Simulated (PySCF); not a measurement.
# Dipole moment and polarisability of `CO/C=C(\C)[C@H](C)N`

C6H13NO.
Cartesian coordinates in Å at the PBE0-D3(BJ)/def2-SVP level; atoms count from 1:
```xyz
21
C6H13NO angstrom
C      3.3301    0.0200   -0.1509
O      2.1318   -0.5191    0.3276
C      1.0048    0.1206   -0.0628
C     -0.2158   -0.2454    0.3539
C     -0.4265   -1.3906    1.2930
C     -1.4417    0.4896   -0.1437
C     -2.1632   -0.2992   -1.2336
N     -1.0945    1.8000   -0.6686
H      4.1488   -0.5997    0.2389
H      3.3752    0.0079   -1.2554
H      3.4818    1.0597    0.1934
H      1.1258    0.9608   -0.7559
H      0.5276   -1.8657    1.5547
H     -1.0826   -2.1620    0.8547
H     -0.9140   -1.0556    2.2252
H     -2.1377    0.5520    0.7246
H     -2.4068   -1.3175   -0.8986
H     -1.5211   -0.3672   -2.1247
H     -3.1084    0.1917   -1.5194
H     -1.9226    2.2593   -1.0411
H     -0.7383    2.3915    0.0802
```

Level: wB97X-D/def2-SVPD (PySCF), static field, nuclei fixed, core orbitals frozen in the response. The polarisability tensor in these axes (au):

```
x   111.59   3.59  -1.44
y     3.59  82.18  -6.37
z    -1.44  -6.37  78.46
```

Task: Diagonalise the tensor; give its mean and Δα, where Δα² is half the sum of the squared differences of the eigenvalues.

Result: Principal values 73.65, 86.40 and 112.17 au; mean 90.74 au = 13.45 Å³ = 14.96 × 10⁻⁴⁰ C²·m²/J; Δα = 33.99 au (37 % of the mean).

Task: What is the dipole moment, and where does it point?

Result: (-0.14, 1.08, 0.10) D, 1.09 D in size, pointing from the negative to the positive side. Measured along this direction, the outermost atoms are H14 at the negative end and H21 and H20 at the positive end.

Task: Along which axes do the principal values lie, and how far do the nuclei extend along each?

Result: Largest value along (0.99, 0.13, -0.07), where the nuclei span 6.95 Å; middle along (-0.15, 0.78, -0.60), 5.16 Å; least along (-0.03, 0.61, 0.80), 3.40 Å. The response follows the extents in order.

Task: Find the Langevin capture rate constant for NO+ (29.998 u) meeting this molecule (115.100 u), k = 2.342 × 10⁻⁹ cm³/s × √(α in Å³ / reduced mass in u).

Result: The reduced mass is 23.80 u, so k = 1.76 × 10⁻⁹ cm³/s. The formula leaves out the permanent dipole, which adds to the capture rate.

Task: Refractivity n − 1 of an ideal gas of it at 350 K and 1 atm, from the electronic α?

Result: N = p/kT = 2.0968 × 10¹⁹ cm⁻³, so n − 1 = 2π × N × 13.45 × 10⁻²⁴ cm³ = 1772 × 10⁻⁶ at long wavelengths.

The structure is a single PBE0-D3(BJ)/def2-SVP conformer in the gas phase; no vibrational or solvent corrections.

These values come from a run that also computed excited states. On one thread of an AMD EPYC (shared host), this took 2.2 min and 1.4 GiB of memory at its peak.
